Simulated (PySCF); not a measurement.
Spectra and structures to be paired. Level of theory: PySCF 2.14.0, density-fitted response routines, TDDFT CAM-B3LYP/def2-SVPD, vertical, gas phase, core orbitals frozen in the response. Geometries: GFN2-xTB; one conformer of each isolated species. Triplets are in the Tamm–Dancoff approximation.

A. `C=C1CO[Si@H]1O[SiH3]`
B. `C=NCOC(F)(F)F`
C. `[SiH3]P([SiH3])[SiH3]`
D. `ClC1=PC=CS1`
E. `[H]/N=C1\CC[C@H](F)[C@@H]1C`

Lowest singlet levels (six at most, fewer where fewer were computed) with oscillator strengths:

1. 5.94 eV (f 0.033); 6.02 eV (f 0.004 summed over 2 states); 6.35 eV (f 0.137 summed over 2 states); 6.77 eV (f 0.004); 7.49 eV (f 0.002) [of 8 roots; the last level is left out, as the window may have cut its degenerate partner]; T1 5.49 eV
2. 6.05 eV (f 0.004); 6.71 eV (f 0.185); 7.13 eV (f 0.018); 7.22 eV (f 0.158); 7.37 eV (f 0.026); 7.47 eV (f 0.041); T1 4.13 eV
3. 4.65 eV (f 0.125); 5.12 eV (f 0.060); 5.39 eV (f 0.007); 5.54 eV (f 0.001); 6.09 eV (f 0.000); 6.12 eV (f 0.000); T1 2.79 eV
4. 5.19 eV (f 0.002); 7.74 eV (f 0.010); 8.18 eV (f 0.284); 8.52 eV (f 0.055); 8.80 eV (f 0.002); 8.97 eV (f 0.062); T1 4.39 eV
5. 5.20 eV (f 0.002); 7.05 eV (f 0.033); 7.65 eV (f 0.147); 7.76 eV (f 0.022); 8.17 eV (f 0.009); 8.21 eV (f 0.020); T1 4.51 eV

Question: Match each spectrum to its molecule.

Answer: 1 = C, 2 = A, 3 = D, 4 = B, 5 = E.
- A: S1 at 6.05 eV, HOMO-1→LUMO (74%), HOMO→LUMO (11%); Löwdin shares by element: HOMO carbon 67%, oxygen 8% or more (atoms not listed hold the other 24%); LUMO carbon 56%, silicon 12% or more (atoms not listed hold the other 32%); HOMO -9.11 and LUMO 0.42 eV.
- B: S1 at 5.19 eV, HOMO→LUMO (97%); Löwdin shares by element: HOMO nitrogen 57%, carbon 22% or more, oxygen 8%; LUMO carbon 37% or more, nitrogen 33%, hydrogen 16% or more; HOMO -9.57 and LUMO 0.27 eV.
- C: S1 at 5.94 eV, HOMO→LUMO (97%); Löwdin shares by element: HOMO phosphorus 62%, silicon 27%; LUMO silicon 47%, phosphorus 13% (atoms not listed hold the other 40%); HOMO -8.21 and LUMO 0.79 eV; point group C3v.
- D: S1 at 4.65 eV, HOMO→LUMO (94%); Löwdin shares by element: HOMO carbon 42% or more, phosphorus 26%, chlorine 18%; LUMO carbon 35% or more, phosphorus 28%, sulfur 21% (atoms not listed hold the other 16%); HOMO -8.10 and LUMO -0.72 eV; point group Cs, 2 of its 6 listed states under f = 0.0005.
- E: S1 at 5.20 eV, HOMO→LUMO (82%), HOMO→LUMO+1 (9%); Löwdin shares by element: HOMO nitrogen 54%, carbon 22% or more, hydrogen 8% or more (atoms not listed hold the other 16%); LUMO carbon 34% or more, nitrogen 20%, hydrogen 9% or more (atoms not listed hold the other 37%); HOMO -8.70 and LUMO 0.83 eV.
A and C have S1 within 0.11 eV of each other; their strongest listed levels stand at 6.71 eV (f 0.185) and 6.35 eV (f 0.137).
B and E have S1 within 0.02 eV of each other; their strongest listed levels stand at 8.18 eV (f 0.284) and 7.65 eV (f 0.147).
